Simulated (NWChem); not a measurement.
System: silylarsine (SiAsH5); SMILES [SiH3][AsH2]

Input file for NWChem:

```
start job
memory heap 200 mb stack 900 mb global 1100 mb
geometry units angstroms noautoz
  Si    -0.020034     1.574079     0.000000
  As    -0.044107    -0.818250     0.000000
  H     -0.744852     2.053700    -1.207333
  H     -0.744852     2.053700     1.207333
  H      1.347375     2.160029     0.000000
  H      1.020463    -0.900214    -1.101582
  H      1.020463    -0.900214     1.101582
end
basis spherical
  * library def2-svp
end
dft
  xc hfexch
  iterations 150
  mulliken
end
task dft energy
```

NWChem printed, in part:

```
             Northwest Computational Chemistry Package (NWChem) 7.3.0
             --------------------------------------------------------

 CS  symmetry detected

                             Geometry "geometry" -> ""
                             -------------------------

 Output coordinates in angstroms (scale by  1.889725989 to convert to a.u.)

  No.       Tag          Charge          X              Y              Z
 ---- ---------------- ---------- -------------- -------------- --------------
    1 Si                  14.0000    -0.01806209    -1.58372503     0.00000000
    2 As                  33.0000    -0.04983697     0.80851407     0.00000000
    3 H                    1.0000    -0.74133221    -2.06567707    -1.20733300
    4 H                    1.0000    -0.74133221    -2.06567707     1.20733300
    5 H                    1.0000     1.35122627    -2.16526968     0.00000000
    6 H                    1.0000     1.01446364     0.89390498    -1.10158200
    7 H                    1.0000     1.01446364     0.89390498     1.10158200

 Effective nuclear repulsion energy (a.u.)     163.0341436171

      Symmetry information
      --------------------

 Group name             Cs
 Group number              2
 Group order               2
 No. of unique centers     5

  xc_inp: hfexch multiplicative factor not found.

                                 NWChem DFT Module
                                 -----------------

 Summary of "ao basis" -> "ao basis" (spherical)
 ------------------------------------------------------------------------------
       Tag                 Description            Shells   Functions and Types
 ---------------- ------------------------------  ------  ---------------------
 Si                         def2-svp                 8       18   4s3p1d
 As                         def2-svp                12       32   5s4p3d
 H                          def2-svp                 3        5   2s1p

      Symmetry analysis of basis
      --------------------------

        a'         49
        a"         26

            General Information
            -------------------
          SCF calculation type: DFT
          Wavefunction type:  closed shell.
          No. of atoms     :     7
          No. of electrons :    52
           Alpha electrons :    26
            Beta electrons :    26
          Charge           :     0
          Spin multiplicity:     1
          Use of symmetry is: on ; symmetry adaption is: on
          Maximum number of iterations: 150
          AO basis - number of functions:    75
                     number of shells:    35
          Convergence on energy requested:  1.00D-06
          Convergence on density requested:  1.00D-05
          Convergence on gradient requested:  5.00D-04

              XC Information
              --------------
                     Hartree-Fock (Exact) Exchange  1.000

      Superposition of Atomic Density Guess
      -------------------------------------

 Sum of atomic energies:       -2525.09456614

      Non-variational initial energy
      ------------------------------

 Total energy =   -2525.611427
 1-e energy   =   -3842.067861
 2-e energy   =    1153.422290
 HOMO         =      -0.286282
 LUMO         =       0.069713

      Symmetry analysis of molecular orbitals - initial
      -------------------------------------------------

  Numbering of irreducible representations:

     1 a'          2 a"

  Orbital symmetries:

     1 a'          2 a'          3 a'          4 a"          5 a'
     6 a'          7 a'          8 a'          9 a"         10 a'
    11 a'         12 a'         13 a"         14 a'         15 a"
    16 a'         17 a'         18 a"         19 a'         20 a'
    21 a'         22 a"         23 a'         24 a"         25 a'
    26 a'         27 a'         28 a"         29 a'         30 a"
    31 a'         32 a'         33 a'         34 a"         35 a'
    36 a'

     ---------------------------------------------
      Total Density - Mulliken Population Analysis
     ---------------------------------------------

    Atom       Charge   Shell Charges
 -----------   ------   -------------------------------------------------------
    1 Si  14    13.70   2.00  1.99  1.01  0.30  5.94  1.12  1.24  0.11
    2 As  33    33.16   2.00  2.00  2.00  1.28  0.51  6.00  5.98  1.49  1.83  8.17  1.78  0.11
    3 H    1     1.07   0.70  0.36  0.01
    4 H    1     1.07   0.70  0.36  0.01
    5 H    1     1.07   0.70  0.36  0.01
    6 H    1     0.97   0.63  0.33  0.01
    7 H    1     0.97   0.63  0.33  0.01

   convergence    iter        energy       DeltaE   RMS-Dens  Diis-err
 ---------------- ----- ----------------- --------- --------- ---------
 d= 0,ls=0.0,diis     1  -2525.6405370004 -2.69D+03  4.22D-03  8.73D-02
 d= 0,ls=0.0,diis     2  -2525.6639912774 -2.35D-02  1.65D-03  7.44D-03
 d= 0,ls=0.0,diis     3  -2525.6662717044 -2.28D-03  5.76D-04  8.81D-04
 d= 0,ls=0.0,diis     4  -2525.6664994790 -2.28D-04  1.59D-04  4.21D-05
 d= 0,ls=0.0,diis     5  -2525.6665123656 -1.29D-05  7.22D-05  5.13D-06
  Resetting Diis
 d= 0,ls=0.0,diis     6  -2525.6665141607 -1.80D-06  1.71D-05  2.43D-07
 d= 0,ls=0.0,diis     7  -2525.6665142563 -9.56D-08  2.89D-06  1.29D-08

         Total DFT energy =    -2525.666514256279
      One electron energy =    -3843.697090063064
           Coulomb energy =     1258.586614611282
    Exchange-Corr. energy =     -103.590182421582
 Nuclear repulsion energy =      163.034143617084

 Numeric. integr. density =        0.000000000000

                  Occupations of the irreducible representations
                  ----------------------------------------------

                     irrep           alpha         beta
                     --------     --------     --------
                     a'               19.0         19.0
                     a"                7.0          7.0

                       DFT Final Molecular Orbital Analysis
                       ------------------------------------

 Vector   24  Occ=2.000000D+00  E=-4.745269D-01  Symmetry=a"
              MO Center= -3.7D-02, -7.5D-01, -4.8D-14, r^2= 4.4D+00
   Bfn.  Coefficient  Atom+Function         Bfn.  Coefficient  Atom+Function
  ----- ------------  ---------------      ----- ------------  ---------------
    51      0.250480  3 H  s                 56     -0.250480  4 H  s
    10     -0.217893  1 Si pz                32      0.216546  2 As pz
    66     -0.210422  6 H  s                 71      0.210422  7 H  s
    52      0.163861  3 H  s                 57     -0.163861  4 H  s
    35      0.157632  2 As pz                13     -0.145525  1 Si pz

 Vector   25  Occ=2.000000D+00  E=-4.304512D-01  Symmetry=a'
              MO Center= -1.7D-04, -5.8D-02, -9.0D-15, r^2= 3.3D+00
   Bfn.  Coefficient  Atom+Function         Bfn.  Coefficient  Atom+Function
  ----- ------------  ---------------      ----- ------------  ---------------
    30      0.265974  2 As px                33      0.222673  2 As px
    31      0.204161  2 As py                23     -0.199785  2 As s
     9     -0.196541  1 Si py                34      0.188649  2 As py
    66      0.187999  6 H  s                 71      0.187999  7 H  s
    22     -0.178923  2 As s                 27     -0.165258  2 As px

 Vector   26  Occ=2.000000D+00  E=-3.636708D-01  Symmetry=a'
              MO Center= -1.1D-01,  5.5D-01,  1.7D-15, r^2= 3.0D+00
   Bfn.  Coefficient  Atom+Function         Bfn.  Coefficient  Atom+Function
  ----- ------------  ---------------      ----- ------------  ---------------
    34      0.348216  2 As py                22      0.308460  2 As s
    31      0.304139  2 As py                33     -0.296731  2 As px
    30     -0.238835  2 As px                23      0.210657  2 As s
    21     -0.188975  2 As s                 28     -0.188307  2 As py
     9     -0.186586  1 Si py                12     -0.157263  1 Si py

 Vector   27  Occ=0.000000D+00  E= 1.386620D-01  Symmetry=a'
              MO Center=  1.1D-01, -4.4D-01,  2.8D-14, r^2= 5.3D+00
   Bfn.  Coefficient  Atom+Function         Bfn.  Coefficient  Atom+Function
  ----- ------------  ---------------      ----- ------------  ---------------
    34      0.984699  2 As py                12      0.955052  1 Si py
     4      0.527878  1 Si s                 11      0.477055  1 Si px
    62     -0.446547  5 H  s                  3      0.424730  1 Si s
    33      0.286644  2 As px                67     -0.275477  6 H  s
    72     -0.275477  7 H  s                 23     -0.245177  2 As s

 Vector   28  Occ=0.000000D+00  E= 1.421886D-01  Symmetry=a"
              MO Center=  1.7D-01,  6.3D-01, -3.5D-14, r^2= 4.0D+00
   Bfn.  Coefficient  Atom+Function         Bfn.  Coefficient  Atom+Function
  ----- ------------  ---------------      ----- ------------  ---------------
    35      1.181655  2 As pz                67      0.931816  6 H  s
    72     -0.931816  7 H  s                 13      0.234549  1 Si pz
    52      0.219576  3 H  s                 57     -0.219576  4 H  s
    32      0.199426  2 As pz                66      0.189673  6 H  s
    71     -0.189673  7 H  s                 29     -0.160071  2 As pz

 Vector   29  Occ=0.000000D+00  E= 1.532009D-01  Symmetry=a'
              MO Center=  4.3D-01, -2.1D-01, -5.2D-14, r^2= 5.8D+00
   Bfn.  Coefficient  Atom+Function         Bfn.  Coefficient  Atom+Function
  ----- ------------  ---------------      ----- ------------  ---------------
    23      1.754584  2 As s                 67     -1.097253  6 H  s
    72     -1.097253  7 H  s                 12     -0.984589  1 Si py
    33      0.985986  2 As px                62     -0.570329  5 H  s
    34     -0.475081  2 As py                 4     -0.467328  1 Si s
    11      0.352217  1 Si px                 3      0.346965  1 Si s

[...]
```

Level: Hartree-Fock/def2-SVP. Structure relaxed at the B3LYP/6-31G* (spherical d) level.
